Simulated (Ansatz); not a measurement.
Two members of one family (Series BX3), computed with Ansatz in the gas phase. The two geometries come from different levels. Binding counts from free atoms in the multiplicity of their measured ground term, without zero-point energy. The structures are stationary points that may keep the symmetry of their start.

First: B(NH2)3 (singlet, charge 0, PBE-D4/def2-SVP geometry).

```xyz
10

B     0.012   -0.006   -0.007
N    -0.106    1.258   -0.684
H     0.208    2.127   -0.259
H    -0.792    1.414   -1.420
N    -0.566   -1.192   -0.583
H    -0.686   -2.041   -0.032
H    -1.226   -1.143   -1.357
N     0.732   -0.094    1.240
H     1.333    0.671    1.542
H     1.090   -0.994    1.560
```

```csv
level,HOMO (eV),LUMO (eV),gap (eV),binding per atom (eV)
LDA (SPW92)/def2-TZVP,-5.35,-0.12,5.23,4.50
PBE-D4/def2-SVP,-4.72,0.81,5.52,4.03
PBE-D4/def2-TZVP,-5.19,-0.01,5.18,4.02
r2SCAN-D4/def2-TZVP,-5.50,0.76,6.27,3.90
B97M-V/def2-TZVP,-5.59,0.17,5.76,3.91
```

Second: B(SiH3)3 (singlet, charge 0, r2SCAN-D4/def2-SVP geometry).

```xyz
13

B     0.0050    0.0064    0.0063
Si    0.2633   -1.5041    1.3050
H     1.6362   -2.0962    1.3639
H    -0.7039   -2.5958    0.9492
H    -0.1000   -1.0250    2.6805
Si    1.5179    0.5808   -1.1835
H     2.7577    0.7985   -0.3691
H     1.2767    1.8043   -2.0113
H     1.7962   -0.5640   -2.1156
Si   -1.7752    0.9303   -0.1131
H    -2.8633    0.3772    0.7518
H    -2.2529    0.9215   -1.5350
H    -1.5578    2.3660    0.2708
```

**Question.** What does the change do? Estimate second minus first.

**Answer.** 
```tsv
level	Δ HOMO (eV)	Δ LUMO (eV)	Δ gap (eV)	Δ binding per atom (eV)
LDA (SPW92)/def2-TZVP	-1.59	-4.17	-2.58	-1.19
PBE-D4/def2-SVP	-2.15	-4.88	-2.72	-1.03
PBE-D4/def2-TZVP	-1.69	-4.12	-2.43	-1.02
r2SCAN-D4/def2-TZVP	-1.64	-4.70	-3.07	-0.87
B97M-V/def2-TZVP	-1.74	-4.25	-2.52	-0.85
```
